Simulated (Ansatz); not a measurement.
Cost and result for the atomization energy of `[SiH3]C1(I)B[SiH2]1` (11 atoms, 11 bonds).

Z-matrix (Å, degrees):
```
Si
I 1 3.217
C 1 1.888 2 39.8
H 1 1.483 2 86.4 3 -125.4
H 1 1.482 2 87.5 3 124.3
H 1 1.487 2 150.0 3 -2.6
B 3 1.494 1 116.1 2 -141.6
Si 3 1.916 1 103.6 2 145.9
H 7 1.185 3 139.2 1 111.4
H 8 1.480 3 112.4 1 -11.9
H 8 1.483 3 119.0 1 -145.7
```

Charge 0, multiplicity 1. Correlated methods include outer-core shells of I, which these sets cover unevenly. I takes the def2 core potential. The geometry is a stationary point of PBE0-D4/def2-TZVP. Program: Ansatz. All runs use 4 threads of a server CPU on a shared host. Times are those of one run each, without the atoms' runs, and a repeat can differ threefold. Electronic energies, without spin–orbit coupling; frozen cores. CCSD(T)/CBS adds CCSD(T) − MP2 in def2-TZVPP to the MP2 limit, and its time is that of the two runs behind it. T1 = 0.013. With those shells the extrapolation isn't a true limit. B3LYP takes the VWN-RPA correlation (the form of Gaussian; ORCA's B3LYP/G). HSE06 is the plane-wave form, built on full-range PBE exchange.

CCSD(T)/CBS is a level of theory with its own doubt, some kJ/mol a heavy atom from the limit and from the frozen cores, so smaller differences don't rank the functionals.

```tsv
level	functions	wall time	atomization (kcal/mol)	difference from CCSD(T)/CBS	per bond
LDA (SPW92)/def2-TZVPP	280	1.1 s	923.4	108.6	9.9
revPBE-D4/def2-TZVPP	280	1.6 s	807.5	-7.3	-0.7
PBE0-D4/def2-TZVPP	280	2.4 s	815.9	1.1	0.1
HSE06-D4/def2-TZVPP	280	2.8 s	816.5	1.7	0.1
r2SCAN-D4/def2-TZVPP (with forces)	280	3.1 s	820.1	5.3	0.5
B3LYP-D4/def2-TZVPP (with forces)	280	3.7 s	812.1	-2.7	-0.2
PBE-QIDH/def2-TZVPP	280	4.5 s	811.6	-3.2	-0.3
CCSD(T)/def2-SVP	120	4.7 s	759.6	-55.2	-5.0
B2PLYP/def2-TZVPP	280	4.8 s	800.7	-14.1	-1.3
ωB97X-V/def2-TZVPP	280	6 s	817.9	3.1	0.3
MP2/def2-QZVPP	516	20 s	816.1	1.3	0.1
CCSD(T)/def2-TZVPP	280	2.3 min	791.2	-23.6	-2.1
CCSD(T)/CBS(def2)	–	2.6 min	814.8	0.0	0.0
```

From r2SCAN to r2SCAN0 (25 % exact exchange), in def2-TZVPP and without D4, the atomization energy moves by −9.7 kcal/mol: exact exchange takes away binding that semilocal exchange gives to molecules. In def2-TZVPP, CCSD(T) changes the Hartree–Fock value by +193.7 kcal/mol (the triples alone add +14.1 kcal/mol) and MP2 by +204.5 kcal/mol; breaking electron pairs costs correlation energy, which Hartree–Fock lacks. At CCSD(T), def2-SVP lies −55.3 kcal/mol from the extrapolated value and def2-TZVPP −23.6 kcal/mol: correlation converges slowly with the basis, and small sets miss more of it in the bonded molecule than in its fragments.

Spin–orbit coupling would lower the free I atoms strongly, and the atomization energy with them, by more than many differences here.
